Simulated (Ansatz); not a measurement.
Born–Oppenheimer molecular dynamics of C$_{3}$H$_{8}$AlN (13 atoms, charge 0, multiplicity 1). It goes on from the last frame of an earlier run, with new velocities.

Level of theory: RKS PBE0-D4/STO-3G (Ansatz 0.2.0).

* ensemble: NVT, Nosé–Hoover chain
* time step: 1 fs
* steps asked: 266
* set temperature: 400 K
* thermostat: time constant 100 fs, chain length 3 (defaults)
* seed: 23653

First frame:

```xyz
13
Properties=species:S:1:pos:R:3
C -1.168 1.129 1.036
N -0.099 0.257 0.510
C -0.375 -0.389 -0.861
C 1.080 -1.085 -1.048
Al 1.565 -0.219 0.602
H -1.310 2.121 0.467
H -0.990 1.352 2.084
H -2.147 0.599 0.961
H -1.194 -1.147 -0.757
H -0.526 0.371 -1.644
H 0.951 -2.176 -1.057
H 1.603 -0.762 -1.957
H 2.684 0.028 1.592
```

Task: How far do the bonds stretch over the last three quarters of this one trajectory? (Pairs bonded in most of those frames.)

Result: 
| bond | mean (Å) | spread (Å) | shortest | longest |
| --- | --- | --- | --- | --- |
| C1–N2 | 1.468 | 0.024 | 1.43 | 1.53 |
| C1–H6 | 1.114 | 0.043 | 1.03 | 1.21 |
| C1–H7 | 1.106 | 0.035 | 1.04 | 1.18 |
| C1–H8 | 1.113 | 0.045 | 1.03 | 1.20 |
| N2–C3 | 1.502 | 0.035 | 1.43 | 1.58 |
| N2–Al5 | 1.731 | 0.026 | 1.68 | 1.79 |
| C3–C4 | 1.585 | 0.063 | 1.47 | 1.70 |
| C3–Al5 | 2.378 | 0.043 | 2.31 | 2.49 |
| C3–H9 | 1.112 | 0.019 | 1.08 | 1.15 |
| C3–H10 | 1.112 | 0.012 | 1.09 | 1.14 |
| C4–Al5 | 1.904 | 0.021 | 1.86 | 1.95 |
| C4–H11 | 1.102 | 0.032 | 1.04 | 1.16 |
| C4–H12 | 1.103 | 0.035 | 1.04 | 1.16 |
| Al5–H13 | 1.497 | 0.015 | 1.47 | 1.52 |

Mean temperature of the second half: 410 K. The conserved energy stayed within 2.5 meV per atom of its start (net change 1.1 meV per atom), so the integration is sound. A run of 0.27 ps of so small a system gives no equilibrium averages. Limits of this set-up: minimal basis.

The run took 6.2 min on 1 thread of Intel(R) Xeon(R) 6975P-C (Granite Rapids) (shared host), peak memory 0.2 GiB.
